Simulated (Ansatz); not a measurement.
Job for Ansatz (a program for electronic structure): U-CCSD(T)/cc-pV(T+d)Z on CH4Si (SMILES C=[SiH2]), a point of a bond scan (R = 1.531 Å). Files ending in .json are basis or fitting sets from the Basis Set Exchange.

Ansatz 0.2 input:
```yaml
crystal:
  periodic: [false, false, false]
  atoms:
    - {symbol: C, position_ang: [-1.15067768, -0.05472828, -0.00632374]}
    - {symbol: Si, position_ang: [0.37837131, 0.01799601, 0.00207941]}
    - {symbol: H, position_ang: [-1.77056886, 0.83033249, -0.06777878]}
    - {symbol: H, position_ang: [-1.68440972, -0.99465742, 0.04879136]}
    - {symbol: H, position_ang: [1.23014827, -1.18084576, 0.08542528]}
    - {symbol: H, position_ang: [1.11338881, 1.29230854, -0.07254597]}
basis:
  gaussian:
    orbitals: cc-pV_T+d_Z.json
correlation: {method: ccsd_t, electrons: outside_noble_gas}
scf: {omitted_lower_state_checks: [cluster_reference]}
magnetization: {spin_polarized: true, initial_magnetization: 0}
```

The head of its log:

```
WARN ansatz: RAYON_NUM_THREADS=1 ignored (pool sized by the plan → 1); use --threads N
Functional definition: HF
these checks for a lower state are left out or cut short: cluster_reference
integrals: 0.34 GiB planned
708 factors; integrals over basis functions are off by at most 1.1e-3 eV
mean field: 0.28 GiB planned
mean field evaluation 1: about -8951.6168 eV, gradient 2.3e1 eV
mean field evaluation 2: about -8951.6179 eV, gradient 2.3e1 eV
mean field evaluation 4: about -8954.3319 eV, gradient 1.8e0 eV
mean field evaluation 8: about -8954.3684 eV, gradient 3.9e-4 eV
mean field evaluation 16: about -8953.0546 eV, gradient 6.5e0 eV
mean field -8954.36835267 eV, -329.0669674716 hartree, gradient 2.4e-6 eV, S^2 0.000000; 2 other end points of the search recorded, 0 dependent functions left out
6 core orbitals not correlated
reference -8954.36835267 eV, -329.0669674716 hartree; 6, 6 occupied and 113, 113 virtual orbitals, 708 factors
```

Problem. What total energy does the run end on?

Solution. -329.4024 hartree (reference determinant -329.0670, T1 diagnostic 0.012).
